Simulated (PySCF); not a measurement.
CH₄FGaO, SMILES C[O][GaH][F]. Coordinates come from a PBE-D3(BJ)/def2-SVP optimisation. The structure was generated by enumeration; whether it is a known compound was not checked. One conformer was computed; it need not be the lowest.

Computed equilibrium geometry at PBE-D3(BJ)/def2-SVP (PySCF confirms it by a frequency run) as Cartesian coordinates in Å, and its point group (one conformer of several):
point group Cs.
```xyz
8

Ga    -0.3195     0.4362     0.0000
H     -1.8762     0.5367     0.0000
F      0.7049     1.8709     0.0000
O      0.6530    -1.0675     0.0000
C      0.0740    -2.3577     0.0000
H      0.4059    -2.9266    -0.8975
H      0.4059    -2.9266     0.8975
H     -1.0427    -2.3571     0.0000
```
